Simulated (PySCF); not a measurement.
BH, SMILES [BH] (connectivity only; charge and spin as stated), neutral, multiplicity 1.

Coordinates come from a PBE0-D3(BJ)/def2-TZVPD optimisation.

Computed with PySCF 2.14.0 with TDA-LC-ωPBE/def2-TZVPD.

Vertical excitations; the highest root listed may be one member of a degenerate set. The molecule is in vacuum. State labels are in the subgroup C2v.

Computed lowest excited states:
| state | symmetry | energy (eV) | λ (nm) | f | main pairs |
|---|---|---|---|---|---|
| S1 | B2 | 2.77 | 448 | 0.038 | HOMO→LUMO+1 (degenerate set) |
| S2 | B1 | 2.77 | 448 | 0.038 | HOMO→LUMO (degenerate set) |
| S3 | A1 | 6.54 | 190 | 0.115 | HOMO→LUMO+2 94 % |
| S4 | A1 | 8.94 | 139 | 0.121 | HOMO→LUMO+4 63 %, HOMO→LUMO+3 35 % |
| S5 | A1 | 9.14 | 136 | 0.316 | HOMO→LUMO+3 60 %, HOMO→LUMO+4 36 % |
| S6 | B2 | 9.24 | 134 | 0.080 | HOMO→LUMO+6 (degenerate set) |
| S7 | B1 | 9.24 | 134 | 0.080 | HOMO→LUMO+5 (degenerate set) |
| S8 | A1 | 9.27 | 134 | 0.000 | HOMO→LUMO+8 (degenerate set) |
| S9 | A2 | 9.27 | 134 | 0.000 | HOMO→LUMO+7 (degenerate set) |
| S10 | B2 | 9.48 | 131 | 0.131 | HOMO→LUMO+10 92 % |
| T1 | B2 | 0.79 | 1578 | 0 | HOMO→LUMO+1 (degenerate set) |
| T2 | B1 | 0.79 | 1578 | 0 | HOMO→LUMO (degenerate set) |
| T3 | A1 | 6.24 | 199 | 0 | HOMO→LUMO+2 89 % |
| T4 | B2 | 7.62 | 163 | 0 | HOMO−1→LUMO+1 86 % |
Triplets are in the Tamm–Dancoff approximation.
